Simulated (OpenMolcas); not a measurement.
P I.

```
Program             : OpenMolcas
Basis               : ANO-RCC-VTZP [5s4p2d1f]
Scalar Hamiltonian  : DKH2, point nucleus
Active space        : 3 electrons in 3 orbitals (3p)
State averaging     : 2S+1 = 4 odd, 1 root; 2S+1 = 2 odd, 8 roots
Spin-orbit coupling : state interaction with AMFI integrals over the reference wave functions, term energies averaged over their components
```

Two sets of levels on these reference wave functions, in eV above 3s2 3p3 4S* 3/2: one from CASSCF and one from SS-CASPT2, IPEA 0.25 Eh, imaginary shift 0.1 Eh (closed shells correlated: 2s 2p 3s).

```tsv
Level	Set 1	Set 2
3s2 3p3 4S* 3/2	0.0000	0.0000
3s2 3p3 2D* 3/2	1.491	1.907
3s2 3p3 2D* 5/2	1.492	1.907
3s2 3p3 2P* 1/2	2.516	3.152
3s2 3p3 2P* 3/2	2.517	3.153
```

Task: Which set is which?

Result: Set 1 is SS-CASPT2. Its levels of the other terms of 3s2 3p3 lie at 0.78 to 0.80 of the other set's values, as expected, since terms of lower spin or lower L gain more correlation energy than the Hund ground term. Against 4 measured levels (NIST Handbook of Basic Atomic Spectroscopic Data) the mean absolute deviation is 1100 cm-1 with it and 5400 cm-1 without; single levels miss by up to 1600 cm-1 with it.

CASPT2 breaks the degeneracy within a term, and the mean is taken; among the terms shown or strongly mixed into the levels shown the widest spread is 190 cm-1 (3s2 3p3 2D*, SS-CASPT2). With the s shell closed, the reference lacks s² → p² mixing. Without dynamic correlation excited terms often stand tens of per cent too high (terms of higher spin than the ground term too low), and those without a measured partner can miss by more than the paired ones (holds for CASSCF). Measured partners are found by configuration, term and J. A level has none where our copy of the source lacks it or the pairing is in doubt (some pairs that miss far off the trend of their configuration count as doubtful), and it then counts in no deviation. Only configurations of the active space appear.

* marks odd parity.
